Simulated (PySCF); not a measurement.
PySCF 2.14 output of an unrestricted TPSSh calculation on a single atom or ion in aug-cc-pVDZ, with no relativity, point nucleus:

```
SCF conv_tol = 1e-09
number electrons alpha = 15  beta = 10
    V. N. Staroverov, G. E. Scuseria, J. Tao, and J. P. Perdew.,  J. Chem. Phys. 119, 12129 (2003)
cycle= 1 E= -1263.24335687363  delta_E= -0.00566  |g|= 0.0646  |ddm|= 0.998
cycle= 2 E= -1263.24272808199  delta_E= 0.000629  |g|= 0.0821  |ddm|= 0.533
cycle= 3 E= -1263.24444593152  delta_E= -0.00172  |g|= 0.0014  |ddm|= 0.222
cycle= 4 E= -1263.24444689073  delta_E= -9.59e-07  |g|= 0.000129  |ddm|= 0.0196
cycle= 5 E= -1263.24444689767  delta_E= -6.94e-09  |g|= 6.11e-06  |ddm|= 0.0016
cycle= 6 E= -1263.2444468977  delta_E= -2.18e-11  |g|= 9.4e-07  |ddm|= 2.77e-05
converged SCF energy = -1263.2444468977  <S^2> = 8.7512199  2S+1 = 6.0004066
```

The run itself started from symmetry-adapted Hartree-Fock orbitals and held the occupation by maximum overlap, on a logarithmic radial grid, so the iterations belong to that start.

Question: Which element, charge and spin multiplicity is this?

Answer: Fe⁺ (iron, charge +1), multiplicity 6; the state was [Ar] 3d6 4p1, one real determinant (an excited configuration).

⟨L²⟩ = 8.01 against 12 for a pure F term, so this real determinant mixes terms.
